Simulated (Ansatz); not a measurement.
CH$_{5}$FOSiTe, SMILES `O[SiH2]C(F)[TeH]` at its PBE0-D4/def2-TZVP geometry, where that method's forces vanish. Charge 0, multiplicity 1. Te takes the def2 core potential.

```json
{"atom": "O1", "x (Å)": "-1.494", "y (Å)": "-1.363", "z (Å)": "0.096"}
{"atom": "Si2", "x (Å)": "-1.191", "y (Å)": "0.220", "z (Å)": "-0.216"}
{"atom": "C3", "x (Å)": "0.563", "y (Å)": "0.640", "z (Å)": "0.365"}
{"atom": "F4", "x (Å)": "0.809", "y (Å)": "2.000", "z (Å)": "0.330"}
{"atom": "Te5", "x (Å)": "1.936", "y (Å)": "-0.450", "z (Å)": "-0.896"}
{"atom": "H6", "x (Å)": "-0.871", "y (Å)": "-1.991", "z (Å)": "-0.281"}
{"atom": "H7", "x (Å)": "-2.195", "y (Å)": "1.000", "z (Å)": "0.541"}
{"atom": "H8", "x (Å)": "-1.253", "y (Å)": "0.548", "z (Å)": "-1.667"}
{"atom": "H9", "x (Å)": "0.756", "y (Å)": "0.276", "z (Å)": "1.377"}
{"atom": "H10", "x (Å)": "2.941", "y (Å)": "-0.880", "z (Å)": "0.351"}
```

Task: For each bond, give half the difference of the two atoms' forces along it (eV/Å; positive pushes the atoms apart) under PBE-D4, r2SCAN-D4, B3LYP-D4, ωB97M-V in def2-TZVPP. (Estimate.)

Result: Ansatz gave: 
```tsv
bond	length (Å)	PBE-D4	r2SCAN-D4	B3LYP-D4	ωB97M-V
O1–Si2	1.642	0.32	0.05	0.17	0.18
O1–H6	0.961	0.36	0.02	-0.03	-0.08
Si2–C3	1.895	-0.15	-0.10	-0.04	-0.03
Si2–H7	1.480	0.07	-0.02	-0.16	-0.19
Si2–H8	1.489	0.01	-0.04	-0.10	-0.13
C3–F4	1.382	0.50	0.35	0.41	0.36
C3–Te5	2.160	0.17	0.14	0.22	-0.15
C3–H9	1.093	0.07	-0.07	-0.20	-0.14
Te5–H10	1.658	0.25	0.02	0.05	-0.13
```

B3LYP here is the variant with VWN-RPA as its local correlation; programs differ in this.
